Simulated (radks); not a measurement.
Q: Valence configurations of F2+ (all share [He]). All-electron calculation, Dirac Kohn-Sham, BLYP, spin-unpolarised, spherical densities, point nucleus; open shells fill j = l - 1/2 first. Program: a radial shooting solver on a logarithmic mesh with Libxc functionals. Order these by energy: 2p5; 2s1 2p4; 2s1.5 2p3.5; 2s2 2p3; 2s0.5 2p4.5.

A: From the lowest, in eV above it: 2s2 2p3 0.000; 2s1.5 2p3.5 9.437; 2s1 2p4 18.897; 2s0.5 2p4.5 28.380; 2p5 37.886. NIST lists [He] 2s2 2p3 as the ground configuration; this level of theory agrees among the configurations tried. The energies are those of spherical spin-averaged densities, not of single terms.
